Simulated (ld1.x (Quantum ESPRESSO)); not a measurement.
## Reading a pseudo-wave (Si)

Columns: radius, all-electron u(r) and pseudo u(r) of the 3p shell (level -4.18 eV) of silicon in the configuration [Ne] 3s2 3p2; LDA (PZ), non-relativistic, TM scheme, ld1.x (Quantum ESPRESSO) 7.5.

```
r (bohr)  all-electron   pseudo
   0.113        0.1206  -0.0048
   0.225        0.2361  -0.0189
   0.338        0.2622  -0.0422
   0.450        0.2197  -0.0735
   0.563        0.1377  -0.1125
   0.675        0.0392  -0.1573
   0.788       -0.0641  -0.2073
   0.900       -0.1626  -0.2601
   1.013       -0.2535  -0.3147
   1.125       -0.3332  -0.3685
   1.238       -0.4026  -0.4205
   1.350       -0.4604  -0.4680
   1.463       -0.5081  -0.5104
   1.575       -0.5457  -0.5458
   1.688       -0.5748  -0.5743
   1.800       -0.5957  -0.5953
   1.913       -0.6097  -0.6096
   2.025       -0.6176  -0.6175
   2.138       -0.6203  -0.6203
   2.250       -0.6185  -0.6185
   2.363       -0.6130  -0.6130
   2.475       -0.6044  -0.6044
   2.588       -0.5932  -0.5932
   2.700       -0.5801  -0.5801
   2.813       -0.5652  -0.5652
   2.925       -0.5492  -0.5492
```

(1) How many radial nodes do the two functions have?

(2) Is the pseudo-wave norm-conserving?

Answers

(1) The all-electron 3p function has n − l − 1 = 1; the pseudo-wave has 0, since the states of the same l below it are removed with the core.

(2) Yes: the TM scheme keeps the norm inside the radius equal to the all-electron one, which fixes the energy derivative of the logarithmic derivative at the level.
